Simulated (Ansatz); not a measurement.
Ansatz (a quantum-chemistry and plane-wave program) input (B3LYP/def2-SVP):

Ansatz 0.2 input:
```yaml
crystal:
  periodic: [false, false, false]
  atoms:
    - {symbol: Yb, position_ang: [0.00000000, 0.00000000, 0.00000000]}
basis:
  gaussian:
    orbitals: def2-SVP
hamiltonian:
  xc: {name: B3LYP}
scf: {lower_state_search: full}
```

Question: Predict the final energy.

Answer: -1159.29487 Eh.
